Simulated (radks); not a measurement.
Values are calculated unless marked as measured or tabulated.
Mean orbital radii <r> (bohr) of the indium ion In2+, [Kr] 4d10 5s1, at several levels of relativity; Dirac values are averaged over j with weights 2j + 1. Spin-unpolarised spherical Kohn-Sham, PBE, point nucleus unless stated (finite: rms radius 4.6156 fm), a radial shooting solver on a logarithmic mesh with Libxc functionals. A level marked "c x" has the speed of light scaled by that factor.

| shell | non-rel. | scalar-rel. | Dirac, c x 3 | Dirac, c x 5 | change of magnitude, last against first (%) |
|---|---|---|---|---|---|
| 1s | 0.03105 | 0.02971 | 0.03091 | 0.03100 | -0.17 |
| 2s | 0.1343 | 0.1285 | 0.1337 | 0.1341 | -0.18 |
| 2p | 0.1146 | 0.1122 | 0.1143 | 0.1145 | -0.09 |
| 3s | 0.3617 | 0.3486 | 0.3602 | 0.3611 | -0.14 |
| 3p | 0.3529 | 0.3471 | 0.3522 | 0.3527 | -0.07 |
| 3d | 0.3243 | 0.3243 | 0.3243 | 0.3243 | 0.00 |
| 4s | 0.8785 | 0.8481 | 0.8752 | 0.8773 | -0.14 |
| 4p | 0.9347 | 0.9214 | 0.9332 | 0.9341 | -0.06 |
| 4d | 1.155 | 1.165 | 1.156 | 1.155 | +0.03 |
| 5s | 2.427 | 2.341 | 2.418 | 2.424 | -0.14 |
| 5p (empty) | 2.883 | 2.846 | 2.879 | 2.881 | -0.05 |
